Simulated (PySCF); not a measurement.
A series of substituents X on one scaffold: SiH2(OH)-X. Isolated molecules, 0 K electronic values unless said otherwise. One relaxed conformer stands for each flexible species; it need not be the lowest. Strings in code marks are SMILES. In the def2 sets, heavy atoms carry core potentials. All members: neutral, multiplicity 1. Level: PBE0-D4/def2-TZVP (PySCF), beside PBE-D3(BJ)/def2-TZVP // PBE0-D4/def2-TZVP (PySCF) at the same geometries.  Orbital energies are measured against the vacuum level.

```csv
species,"LUMO, PBE (eV)","LUMO, PBE0-D4 (eV)"
`O=C(O)[SiH2]O`,-1.94,-0.86
"`C[S@](=O)[SiH2]O` (O–S–Si–O torsion -17°, S–Si–O–H torsion 14°)",-1.53,-0.60
`C#C[SiH2]O` (C–Si–O–H torsion 54°),-1.50,-0.58
"`C=C[SiH2]O` (C–C–Si–O torsion -6°, C–Si–O–H torsion -73°)",-1.47,-0.47
`O[SiH2]I` (H–O–Si–I torsion 54°),-1.14,-0.29
`O[SiH2]B(O)O`,-1.05,-0.13
"`N#CC[SiH2]O` (C–C–Si–O torsion -52°, C–Si–O–H torsion 60°)",-0.95,withheld
```

Problem. Fit y = a + b·x, y being the LUMO at the first level, to the 6 complete rows by least squares, with x = the PBE value in eV. Give a, b and the rms residual, and predict the withheld value.

Solution. Means of the 6 rows: x̄ = -1.4383, ȳ = -0.48833 eV. Σ(x − x̄)² = 0.50468 and Σ(x − x̄)(y − ȳ) = 0.40008, so b = 0.793 and a = ȳ − b·x̄ = 0.652 eV. The rms residual is 0.041 eV. At x = -0.95 the line gives -0.10 eV, outside the range of the fitted rows. The run for `N#CC[SiH2]O` (C–C–Si–O torsion -52°, C–Si–O–H torsion 60°) gave -0.04 eV, so the line is off by 0.06 eV, within twice the rms residual.

Codes: PySCF.
